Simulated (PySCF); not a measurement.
# Radial density of Gd⁴³⁺ (gadolinium, charge +43)

UHF, [Ar] 3d3, high-spin 4F determinant. All numbers are calculated (PySCF 2.14, the non-relativistic Hamiltonian (point nucleus), in an even-tempered Gaussian basis (16 s from 8.4 bohr⁻², ratio 2.5; 10 p from 11 bohr⁻², ratio 2.5; 7 d from 11 bohr⁻², ratio 2.5; 4 f from 40 bohr⁻², ratio 2.7; 3 g from 61 bohr⁻², ratio 2.7)).

```
r (bohr)  4πr²ρ (e/bohr)  4πr²(ρα − ρβ)
0.000458          0.4639         0.0000
0.000771           1.261         0.0000
 0.00130           3.335        -0.0001
 0.00218           8.428        -0.0002
 0.00367           19.72        -0.0004
 0.00617           40.57        -0.0009
  0.0104           67.57        -0.0012
  0.0175           81.55         0.0035
  0.0294           73.50         0.0766
  0.0494           89.50         0.8206
  0.0830           96.64         5.1812
   0.140           52.99        14.7886
   0.235           55.19        11.7418
   0.395           7.230         1.1222
   0.665         0.04391         0.0061
```

A non-relativistic calculation at this Z misses sizeable relativistic shifts. Spin-orbit coupling is strong in this species (close to jj coupling), so the high-spin LS determinant is a model state, not a physical level.
